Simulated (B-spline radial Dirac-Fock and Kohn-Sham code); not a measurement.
## Photoemission from Re at 8260 eV, detector at θ = 54.7°, φ = 180°

System: the free rhenium atom, configuration [Xe] 4f14 5d5 6s2. Method: Dirac-Hartree-Slater photoionisation with a Latter tail; cross sections with all multipoles, angular parameters from the dipole term and its interference with E2. Computed with a radial atomic solver. Thresholds are tabulated edges, those marked * orbital energies of the model. For linearly polarised light dσ/dΩ = σ/(4π) [1 + β P₂(cos θ) + (δ + γ cos²θ) sin θ cos φ], with θ from the polarisation vector and φ the angle between the beam and the projection of the electron momentum on the plane normal to the polarisation. The dipole factor is 1 + βP₂ and the non-dipole term is the rest of the bracket. Open shells are filled statistically over j.

The run's input, task.json:

```json
{"items": [{
  "Z": 75,
  "q": 0,
  "cfg": [[1, 0, 2], [2, 0, 2], [2, 1, 6], [3, 0, 2], [3, 1, 6], [3, 2, 10], [4, 0, 2], [4, 1, 6], [4, 2, 10], [4, 3, 14], [5, 0, 2], [5, 1, 6], [5, 2, 5], [6, 0, 2]],
  "A": 187,
  "rrms": 5.3698,
  "do": "xps",
  "hv": [51.5, 59.2, 80, 160.0, 174.0, 227.0, 280.0, 287.0, 306.0, 396.0, 739.0, 800, 914.0, 1000, 1360.0, 1620.0, 1830.0, 3740.0, 4000, 4110.0, 4430.0, 5170.0, 6000, 7160.0, 8260.0, 9251.7, 11200.0, 12000, 13400.0, 15000],
  "edges": {"K": 71676.0, "L1": 12527.0, "L2": 11959.0, "L3": 10535.0, "M1": 2932.0, "M2": 2682.0, "M3": 2367.0, "M4": 1949.0, "M5": 1883.0, "N1": 625.4, "N2": 518.7, "N3": 446.8, "N4": 273.9, "N5": 260.5, "O1": 83.0}
}]}
```

Launch: `python xray2_run.py task.json out`

| subshell | threshold (eV) | σ (kb) | β | γ | δ | dipole factor | non-dipole term | dσ/dΩ (kb/sr) |
| --- | --- | --- | --- | --- | --- | --- | --- | --- |
| 3s | 2932.0 | 5.36 | 1.95 | -0.10 | -0.002 | 1.002 | +0.030 | 0.440 |
| 3p1/2 | 2682.0 | 6.80 | 1.59 | 0.25 | 0.005 | 1.001 | -0.073 | 0.503 |
| 3p3/2 | 2367.0 | 12.0 | 1.69 | 0.34 | 0.023 | 1.001 | -0.111 | 0.849 |
| 3d3/2 | 1949.0 | 6.46 | 1.24 | 1.18 | 0.150 | 1.001 | -0.443 | 0.287 |
| 3d5/2 | 1883.0 | 8.56 | 1.14 | 1.19 | 0.164 | 1.001 | -0.457 | 0.371 |
| 4s | 625.4 | 1.42 | 1.95 | -0.16 | -0.002 | 1.002 | +0.046 | 0.118 |
| 4p1/2 | 518.7 | 1.58 | 1.60 | 0.44 | 0.003 | 1.001 | -0.122 | 0.110 |
| 4p3/2 | 446.8 | 2.68 | 1.71 | 0.53 | 0.019 | 1.002 | -0.159 | 0.180 |
| 4d3/2 | 273.9 | 1.26 | 1.23 | 1.28 | 0.134 | 1.001 | -0.458 | 0.0544 |
| 4d5/2 | 260.5 | 1.65 | 1.10 | 1.26 | 0.154 | 1.001 | -0.469 | 0.0699 |
| 4f5/2 | 54.83* | 0.111 | 0.73 | 1.44 | 0.391 | 1.001 | -0.712 | 0.00254 |
| 4f7/2 | 52.13* | 0.136 | 0.70 | 1.42 | 0.403 | 1.001 | -0.716 | 0.00307 |
| 5s | 83.00 | 0.269 | 1.95 | -0.16 | -0.002 | 1.002 | +0.045 | 0.0224 |
| 5p1/2 | 60.37* | 0.251 | 1.61 | 0.48 | 0.002 | 1.001 | -0.132 | 0.0173 |
| 5p3/2 | 48.74* | 0.407 | 1.72 | 0.56 | 0.018 | 1.002 | -0.168 | 0.0270 |
| 5d3/2 | 8.95* | 0.0475 | 1.22 | 1.29 | 0.132 | 1.001 | -0.460 | 0.00204 |
| 5d5/2 | 7.92* | 0.0596 | 1.10 | 1.27 | 0.152 | 1.001 | -0.471 | 0.00251 |
| 6s | 7.77* | 0.0252 | 1.95 | -0.16 | -0.002 | 1.002 | +0.045 | 0.00210 |
